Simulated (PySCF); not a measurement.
**Aluminium: a sound run and one with changed settings**

Sound run: Al²⁺ [Ne] 3s1, Al³⁺ [Ne]. Computed with PySCF 2.14 in pcseg-2 (5s4p2d1f, 34 functions), with the non-relativistic Hamiltonian (point nucleus). The sound run starts from symmetry-adapted Hartree-Fock orbitals and uses a fine grid where one is needed.

Changed run: radial step 0.8 in ln r (0.13 in the sound run). This setting is unsound on purpose.

```json
{"species": "Al²⁺", "method": "UHF", "sound run (hartree)": "-241.02210", "changed run (hartree)": "-241.02210", "converged": "yes"}
{"species": "Al²⁺", "method": "LDA", "sound run (hartree)": "-240.40172", "changed run (hartree)": "-240.44616", "converged": "yes"}
{"species": "Al²⁺", "method": "TPSS", "sound run (hartree)": "-241.47398", "changed run (hartree)": "-241.51126", "converged": "yes"}
{"species": "Al³⁺", "method": "UHF", "sound run (hartree)": "-239.99239", "changed run (hartree)": "-239.99239", "converged": "yes"}
{"species": "Al³⁺", "method": "LDA", "sound run (hartree)": "-239.34310", "changed run (hartree)": "-239.37046", "converged": "yes"}
{"species": "Al³⁺", "method": "TPSS", "sound run (hartree)": "-240.42690", "changed run (hartree)": "-240.44458", "converged": "yes"}
```

Ionisation energy of Al²⁺:

```tsv
method	sound run (eV)	changed run (eV)
UHF	28.020	28.020
LDA	28.807	29.271
TPSS	28.492	29.026
```

A coarse radial grid mis-integrates the density and the exchange-correlation energy, with errors of either sign; Hartree-Fock needs no grid.

For comparison, NIST gives 28.448 eV between the lowest levels.
